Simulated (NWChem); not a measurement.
AlH3O; SMILES [OH][AlH2]

```xyz
5

Al     0.0000    -0.0415     0.5606
H      0.0000     1.4071     1.2134
H      0.0000    -1.3917     1.3819
O      0.0000    -0.2183    -1.1343
H      0.0000     0.4908    -1.7790
```
Atoms are numbered in this order, from 1.

Computed with NWChem. Geometry optimised at PBE0/def2-SVP; all other runs use it. Pople sets run with spherical d functions. Vzz has the sign of the potential's second derivative.

```tsv
quantity	level	value
charge (e), Mulliken Al1	Hartree-Fock/6-31G*	0.85
vertical, lowest triplet (eV)	B3LYP/6-31G*, TDA	5.44
vertical ionisation energy, ΔSCF (eV)	B3LYP/6-31+G*	10.90
first state with f > 0.002 (eV), Al K edge, unshifted	B3LYP/cc-pVTZ, TDA	1522.0
isotropic polarisability (bohr³), static	LC-BLYP (range parameter 0.33 per bohr)/aug-cc-pVDZ	34.3
Vzz Al1 (a.u.)	B3LYP/6-31G*	0.963
dipole (D)	PBE0/def2-SVP	1.36
highest harmonic frequency (cm⁻¹)	PBE0/def2-SVP	3984
```
